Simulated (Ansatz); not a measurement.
Mg5S4I2⁻. Total charge -1; doublet. Geometry PBE-D4/def2-SVP, that of the neutral singlet; atoms count from 1.

Cartesian coordinates in Å:
```
Mg -0.8810 -1.9294 -1.2191
Mg -2.0119 0.7986 1.1397
Mg -0.0416 -1.4298 1.6336
Mg 1.9584 -0.3958 -1.2390
Mg 0.9737 1.9791 0.8140
S -2.3556 -1.5247 0.6338
S 1.2380 -2.4459 -0.1368
S -0.0913 0.7605 2.6356
S 2.8032 1.6552 -0.5701
I -0.0622 -0.5030 -3.3752
I -1.5297 3.0350 -0.3164
```

In the def2 sets I takes a core potential; there is no spin–orbit coupling. Single mean-field runs in def2-TZVP are fitted with def2-universal-jkfit.

Question: Estimate the Mulliken populations from the PBE0/def2-TZVP orbitals of Ansatz.

Answer: 
```json
{"atom": "Mg1", "charge (e)": "0.54", "spin (α − β)": "0.34"}
{"atom": "Mg2", "charge (e)": "0.54", "spin (α − β)": "0.34"}
{"atom": "Mg3", "charge (e)": "0.59", "spin (α − β)": "0.25"}
{"atom": "Mg4", "charge (e)": "0.68", "spin (α − β)": "0.08"}
{"atom": "Mg5", "charge (e)": "0.68", "spin (α − β)": "0.08"}
{"atom": "S6", "charge (e)": "-0.75", "spin (α − β)": "-0.04"}
{"atom": "S7", "charge (e)": "-0.77", "spin (α − β)": "-0.02"}
{"atom": "S8", "charge (e)": "-0.77", "spin (α − β)": "-0.02"}
{"atom": "S9", "charge (e)": "-0.77", "spin (α − β)": "0.00"}
{"atom": "I10", "charge (e)": "-0.49", "spin (α − β)": "0.00"}
{"atom": "I11", "charge (e)": "-0.49", "spin (α − β)": "0.00"}
```
Mulliken values depend strongly on the basis.

Question: Where does the spin sit?

Answer: Summed by element: Mg 1.08, S -0.08, I -0.01, of 1 unpaired in all. Largest on single atoms: Mg1 0.34, Mg2 0.34, Mg3 0.25.

Question: And the Mayer bond orders between heavy atoms (over 0.3)?

Answer: Mg1–S6 0.71 (2.40 Å); Mg1–S7 0.58 (2.43 Å); Mg1–I10 0.49 (2.71 Å); Mg2–S6 0.71 (2.40 Å); Mg2–S8 0.58 (2.43 Å); Mg2–I11 0.49 (2.71 Å); Mg3–S6 0.54 (2.52 Å); Mg3–S7 0.65 (2.41 Å); Mg3–S8 0.65 (2.41 Å); Mg4–S7 0.69 (2.44 Å); Mg4–S9 0.96 (2.32 Å); Mg4–I10 0.37 (2.94 Å); Mg5–S8 0.69 (2.44 Å); Mg5–S9 0.97 (2.32 Å); Mg5–I11 0.37 (2.94 Å).
